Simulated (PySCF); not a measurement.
Species: C8H11 (doublet state).
Atom-mapped SMILES: `[CH:1]#[C:2][C@@H:3]1[CH2:4][C@@H:5]1[CH:6][CH2:7][CH3:8]` (hydrogens: H9 on C1; H10 on C3; H11, H12 on C4; H13 on C5; H14 on C6; H15, H16 on C7; H17, H18, H19 on C8)

Structure used (GFN2-xTB), in Å, numbered top down from 1:
```
atom  x, y, z in Å
C1     1.3674    1.0657   -2.5367
C2     1.5835    0.8912   -1.3696
C3     1.8119    0.6766    0.0148
C4     2.1679   -0.6871    0.5183
C5     0.7896   -0.1647    0.8488
C6    -0.3857   -0.7184    0.2505
C7    -1.7420   -0.4985    0.8062
C8    -2.4861    0.6218    0.0578
H9     1.1969    1.2270   -3.5586
H10    2.2338    1.5313    0.5317
H11    2.2266   -1.4808   -0.2117
H12    2.8901   -0.7639    1.3173
H13    0.6516    0.2134    1.8564
H14   -0.3056   -1.1546   -0.7323
H15   -1.6774   -0.2351    1.8647
H16   -2.3338   -1.4151    0.7165
H17   -1.9442    1.5596    0.1503
H18   -3.4860    0.7516    0.4662
H19   -2.5681    0.3765   -0.9981
```

The hyperfine couplings belong to this conformer and change with its torsions.

Theory: UKS B3LYP, pcH-1 on C H, non-relativistic, mean-field spin-orbit, GIAO (PySCF). The structure is a single GFN2-xTB conformer in the gas phase; no vibrational or solvent corrections. A GFN2-xTB geometry isn't a minimum of the functional, and hyperfine couplings can be far from their values at a DFT geometry. The SCF solution wasn't tested for stability.

Problem. Break the g tensor into its mass correction, gauge correction and orbital-Zeeman/spin–orbit terms.

Solution. 
```tsv
Δg (ppm)	1	2	3
relativistic mass correction	-155	-155	-155
gauge correction	10	30	51
orbital Zeeman/spin–orbit	-21	491	684
total	-166	366	580
```

So g = 2.00215, 2.00269, 2.00290 and g_iso = 2.00258; the tensor is rhombic: the two nearest values differ by 29 % of g3 − g1. Axes: g1 points within 14° of the C3–C4 bond and g3 points within 11° of the C6–H14 bond.

Problem. At 93.845 GHz, how far is the centre of the isotropic spectrum from where a free electron (g = 2.002319) resonates?

Solution. B = hν/(g μB) with μB/h = 13.99624 MHz/mT gives 3348.62 mT for the free electron and 3348.19 mT at g_iso, 0.43 mT lower.

Problem. What effective moment and Curie constant follow for a powder?

Solution. With the mean of g² = 4.0103 and S(S+1) = 0.75: μ_eff = √(⟨g²⟩S(S+1)) = 1.734 μB and χT = 0.12505·⟨g²⟩·S(S+1) = 0.376 cm³ K/mol (cgs; spin-Hamiltonian part alone).

Problem. What are the electron Larmor frequencies g μB B/h along the three axes at 350 mT?

Solution. 9.8079, 9.8105, 9.8116 GHz for g1, g2 and g3, a range of 3.7 MHz.

Problem. In a frozen sample, at which fields do the three g values resonate at 9.5, 34, 94 and 263 GHz (hyperfine left aside), and which band first spreads them over more than twice a line width of 0.3 mT?

Solution. 
| band | GHz | B(g3) mT | B(g2) mT | B(g1) mT | spread mT |
| --- | --- | --- | --- | --- | --- |
| X | 9.5 | 338.89 | 338.92 | 339.01 | 0.13 |
| Q | 34.0 | 1212.85 | 1212.98 | 1213.31 | 0.45 |
| W | 94.0 | 3353.18 | 3353.54 | 3354.43 | 1.25 |
| J | 263.0 | 9381.78 | 9382.78 | 9385.27 | 3.50 |

The spread grows in proportion to the frequency. W band is the first where it exceeds 0.6 mT.

The largest Mulliken spin populations are on C6 (+0.96), C3 (+0.12), C5 (-0.11) and C7 (-0.07). C6 is the only atom above +0.15. The positive populations add up to 1.25 and the negative ones to -0.25, together 2S = 1. The angles at C6 add up to 359.0°, so it is planar; its axial dipolar tensor and the negative coupling of its proton fit spin in a p orbital normal to that plane.

The HOMO–LUMO gaps are 5.43 eV among the α and 5.54 eV among the β orbitals.
